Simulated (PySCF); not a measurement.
This PySCF input asks for the NMR shieldings of `CCO[SiH2]SC1=CCC1=O`, C₆H₁₀O₂SSi; the geometry comes from GFN2-xTB.

```python
import basis_set_exchange as bse
import numpy as np
from pyscf import gto, dft
from pyscf.prop import nmr

atoms = """
C    -3.988657   -0.345993   -0.885820
C    -3.155023    0.117684    0.298837
O    -1.869534   -0.429430    0.223454
Si   -0.448250    0.328072    0.211095
S     0.753316   -1.437240   -0.130449
C     2.312019   -0.702779   -0.149556
C     3.594896   -1.098211   -0.329581
C     4.179046    0.288969   -0.151143
C     2.708766    0.698846    0.041117
O     2.114668    1.717738    0.248801
H    -4.997926    0.048796   -0.809308
H    -4.029190   -1.431844   -0.903850
H    -3.538670   -0.001484   -1.813503
H    -3.606281   -0.223356    1.237273
H    -3.098816    1.211124    0.322406
H    -0.145203    0.908168    1.511035
H    -0.322574    1.243596   -0.914077
H     4.058692   -2.044130   -0.528686
H     4.662232    0.726190   -1.024951
H     4.811341    0.435963    0.724476
"""
names = dict.fromkeys(["C", "O", "Si", "S", "H"], "pcSseg-1")
basis = {el: gto.basis.parse(bse.get_basis(n, elements=[el], fmt="nwchem")) for el, n in names.items()}
mol = gto.M(atom=atoms, basis=basis, charge=0, verbose=0)
mf = dft.RKS(mol, xc="PBE0")
mf.grids.level = 2
mf.grids.alignment = dft.numint.BLKSIZE   # the property module wants whole blocks of grid points
mf.conv_tol = 1e-9
mf.kernel()

calc = nmr.RKS(mf)   # GIAO
C = mf.mo_coeff
Co = C[:, mf.mo_occ > 0]
resp = mf.gen_response(singlet=True, hermi=2)
def vind(x):   # induced exchange potential for any number of trial vectors
    d = np.einsum("pi,xij,qj->xpq", C, 2 * x.reshape(-1, C.shape[1], Co.shape[1]), Co, optimize=True)
    return np.einsum("xpq,pi,qj->xij", resp(d - d.transpose(0, 2, 1)), C, Co, optimize=True).ravel()
mo1, _ = nmr.rhf.solve_mo1(calc, with_cphf=vind)
sigma = calc.kernel(mo1)
for i, s in enumerate(sigma):   # ppm
    print("%2d %-2s %9.2f" % (i, mol.atom_pure_symbol(i), np.trace(s) / 3))
```

**Question.** Give the expected output.

**Answer.** 
```
 0 C     166.42
 1 C     124.12
 2 O     303.10
 3 Si    362.06
 4 S     594.17
 5 C      35.97
 6 C      26.99
 7 C     136.72
 8 C      -7.79
 9 O    -238.80
10 H      30.78
11 H      30.15
12 H      30.34
13 H      27.50
14 H      27.91
15 H      25.72
16 H      25.79
17 H      23.73
18 H      28.51
19 H      28.49
```

These numbers come from an equivalent density-fitted implementation of the same equations, which agrees with the script to about 0.01 ppm for H and up to a few tenths of a ppm for heavy atoms, so last digits may differ.

**Question.** Turn these shieldings into chemical shifts. Chemical shifts δ = σref − σ; $^{13}$C (σref 186.93) and $^{29}$Si (σref 349.16) and $^{1}$H (σref 31.72) against TMS; $^{17}$O (σref 336.08) against H2O; $^{33}$S (σref 503.73) against CS2, all at this level.

**Answer.** Averaging equivalent atoms: C 8: 194.7; C 6: 159.9; C 5: 151.0; C 1: 62.8; C 7: 50.2; C 0: 20.5; O 9: 574.9; O 2: 33.0; Si 3: -12.9; S 4: -90; H 17: 7.99; H 15/16: 5.96; H 13/14: 4.01; H 18/19: 3.22; H 10/11/12: 1.29 ppm. Unscaled 17O shifts of doubly bonded oxygen tend to come out too high, by tens of ppm or more. Experimental scales use liquid or dissolved standards, which lie at an offset from isolated H2O (liquid H2O: subtract about 36 ppm).

Size and cost of the density-fitted run: 234 basis functions, 74 s wall time on 1 thread of an Arm Neoverse V1, shared host; peak memory 1.1 GiB.
